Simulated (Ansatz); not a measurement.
`CC[O][InH][CH3]` at its PBE0-D4/def2-TZVP geometry, where that method's forces vanish. Total charge 0; spin multiplicity 1. In: def2 effective core potential.

```xyz
14

C    -0.5499    0.3854   -1.8315
C     0.8167    0.4996   -1.1842
O     1.2439   -0.7091   -0.6270
In    0.6393   -1.3543    1.1671
C    -0.6005    0.0452    2.2107
H    -0.5484   -0.4100   -2.5802
H    -0.8372    1.3217   -2.3190
H    -1.3150    0.1479   -1.0843
H     1.5507    0.8014   -1.9444
H     0.7941    1.3151   -0.4417
H     1.2825   -2.9067    1.4718
H    -0.4539    1.0454    1.8021
H    -0.3736    0.0511    3.2770
H    -1.6487   -0.2328    2.0836
```

Question: What forces (eV/Å) does ωB97M-V/def2-TZVPP give on these atoms in Ansatz 0.2.0? (Best estimate.)

Answer: Computed: 
```
C1  -0.167 -0.018 -0.086
C2   0.108  0.329 -0.097
O3   0.043 -0.220  0.120
In4  0.027 -0.053  0.004
C5   0.006 -0.017  0.000
H6   0.006  0.055  0.059
H7   0.023 -0.072  0.040
H8   0.049  0.009 -0.035
H9  -0.071 -0.018  0.070
H10  0.003 -0.072 -0.044
H11 -0.051  0.098 -0.004
H12 -0.023 -0.072  0.042
H13 -0.032  0.013 -0.087
H14  0.078  0.037  0.019
```
